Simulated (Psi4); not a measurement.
Approach curve of the dimer HCl ··· HCl (SMILES Cl and Cl), singlet. Monomers: optimised at B3LYP-D3(BJ) (def2-TZVP), held rigid. Orientation: a random orientation, not optimised. The monomers approach along the line of their centres of mass (distance R); nothing else relaxes.

Geometry at R = 3.81 Å (first 2 atoms: monomer A):
```
4

Cl     0.6410     0.0000     0.0000
H     -0.6410     0.0000     0.0000
Cl     2.2638    -2.7727    -2.0441
H      2.5682    -2.6471    -0.8051
```

- PBE/def2-TZVP, counterpoise-corrected (Psi4)
- PBE-D3(BJ)/def2-TZVP, counterpoise-corrected (Psi4)
- wB97X-D/def2-TZVP, counterpoise-corrected (Psi4)
- CCSD(T)/aug-cc-pVDZ = DF-CCSD(T)/aug-cc-pVDZ, frozen core, counterpoise-corrected run with Psi4

Interaction energies in kcal/mol; the last columns give the difference from CCSD(T):

| R / Å | PBE/def2-TZVP | PBE-D3(BJ)/def2-TZVP | wB97X-D/def2-TZVP | CCSD(T)/aug-cc-pVDZ | PBE/def2-TZVP − CCSD(T)/aug-cc-pVDZ | PBE-D3(BJ)/def2-TZVP − CCSD(T)/aug-cc-pVDZ | wB97X-D/def2-TZVP − CCSD(T)/aug-cc-pVDZ |
|---|---|---|---|---|---|---|---|
| 3.19 | 2.76 | 2.02 | 2.77 | 3.18 | -0.43 | -1.17 | -0.42 |
| 3.40 | 1.09 | 0.43 | 0.99 | 1.22 | -0.13 | -0.78 | -0.22 |
| 3.62 | 0.27 | -0.29 | 0.15 | 0.28 | -0.01 | -0.56 | -0.13 |
| 3.81 | -0.04 | -0.52 | -0.16 | -0.08 | 0.03 | -0.44 | -0.08 |
| 4.02 | -0.18 | -0.57 | -0.29 | -0.23 | 0.05 | -0.34 | -0.06 |
| 4.19 | -0.22 | -0.54 | -0.31 | -0.27 | 0.05 | -0.28 | -0.05 |
| 4.51 | -0.20 | -0.43 | -0.29 | -0.25 | 0.05 | -0.18 | -0.04 |
| 4.81 | -0.16 | -0.33 | -0.24 | -0.21 | 0.04 | -0.12 | -0.04 |
| 5.35 | -0.10 | -0.19 | -0.16 | -0.14 | 0.04 | -0.05 | -0.02 |
| 5.98 | -0.07 | -0.11 | -0.10 | -0.09 | 0.02 | -0.02 | -0.01 |
| 7.00 | -0.04 | -0.06 | -0.06 | -0.05 | 0.01 | -0.01 | -0.01 |
| 8.28 | -0.03 | -0.03 | -0.04 | -0.03 | 0.00 | -0.01 | -0.01 |

PBE/def2-TZVP is furthest from CCSD(T)/aug-cc-pVDZ at 3.19 (-0.43 kcal/mol, below); its mean absolute difference over the points is 0.07 kcal/mol.

PBE-D3(BJ)/def2-TZVP is furthest from CCSD(T)/aug-cc-pVDZ at 3.19 (-1.17 kcal/mol, below); its mean absolute difference over the points is 0.33 kcal/mol.

wB97X-D/def2-TZVP is furthest from CCSD(T)/aug-cc-pVDZ at 3.19 (-0.42 kcal/mol, below); its mean absolute difference over the points is 0.09 kcal/mol.
